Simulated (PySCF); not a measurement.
BH4N, SMILES BN. Geometry optimised at PBE-D3(BJ)/def2-TZVP.

TDA-M06-2X/def2-TZVPD (PySCF) puts the lowest singlet excitations at 7.15, 7.45, 8.22, 8.41, 8.66, 9.00 eV.

Problem. What are the lowest excitation roots from PySCF 2.14.0 with ADC(2)/aug-cc-pVDZ? (The exact figures need the calculation; the answer reports its results.)

Solution. 7.10, 7.73, 8.11, 8.81, 8.82, 9.38 eV. S1 differs by -0.05 eV (second minus first; roots are paired by order, and the bases may differ).
